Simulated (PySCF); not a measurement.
CH₇ClN₂Si₂, SMILES N[Si@]1(Cl)NC[SiH2]1.

The structure is a stationary point at PBE-D3(BJ)/def2-SVP. The structure was generated by enumeration; whether it is a known compound was not checked. Other conformers were not sampled.

Level of theory: PBE-D3(BJ)/def2-SVP in PySCF 2.14.0.

Frequencies are harmonic and unscaled.

| mode | ν (cm⁻¹) | IR (km/mol) | moving atoms (share of kinetic energy) |
|---|---|---|---|
| 1 | 95 | 2.1 | C 35 %, H 31 %, Cl 18 %, Si 8 % |
| 2 | 103 | 2.3 | Si 32 %, Cl 24 %, N 23 %, H 20 % |
| 3 | 188 | 1.3 | N 46 %, H 21 %, Si 16 %, Cl 16 % |
| 4 | 209 | 0.2 | H 42 %, N 36 %, Cl 13 % |
| 5 | 228 | 4.1 | Si 39 %, N 33 %, H 16 %, Cl 9 % |
| 6 | 331 | 3.6 | H 76 %, N 15 % |
| 7 | 344 | 169.7 | H 80 %, N 19 % |
| 8 | 384 | 1.7 | H 45 %, Cl 23 %, Si 22 %, N 10 % |
| 9 | 411 | 30.3 | N 29 %, H 28 %, Si 25 %, C 11 % |
| 10 | 442 | 5.6 | Si 58 %, H 23 %, N 10 %, C 8 % |
| 11 | 506 | 128.0 | H 51 %, Si 27 %, Cl 12 % |
| 12 | 524 | 42.7 | H 55 %, Si 30 %, Cl 9 % |
| 13 | 563 | 87.7 | H 88 % |
| 14 | 637 | 4.3 | H 42 %, C 40 %, Si 15 % |
| 15 | 690 | 107.7 | H 61 %, Si 20 %, C 13 % |
| 16 | 771 | 32.8 | H 53 %, N 36 %, Si 11 % |
| 17 | 810 | 24.6 | H 58 %, N 17 %, Si 13 %, C 12 % |
| 18 | 828 | 85.7 | H 56 %, N 19 %, Si 16 %, C 9 % |
| 19 | 885 | 121.5 | H 42 %, Si 30 %, N 28 % |
| 20 | 910 | 77.1 | H 68 %, Si 20 %, N 11 % |
| 21 | 1023 | 15.1 | C 37 %, N 32 %, H 30 % |
| 22 | 1107 | 20.1 | H 72 %, C 20 % |
| 23 | 1138 | 1.8 | H 89 % |
| 24 | 1281 | 40.9 | H 62 %, N 25 %, C 13 % |
| 25 | 1428 | 2.3 | H 92 % |
| 26 | 1471 | 62.8 | H 88 %, N 11 % |
| 27 | 2146 | 100.7 | H 97 % |
| 28 | 2164 | 92.8 | H 96 % |
| 29 | 2936 | 57.5 | H 95 % |
| 30 | 2985 | 22.9 | H 90 %, C 10 % |
| 31 | 3481 | 6.4 | H 93 % |
| 32 | 3498 | 41.6 | H 96 % |
| 33 | 3605 | 28.5 | H 91 %, N 9 % |
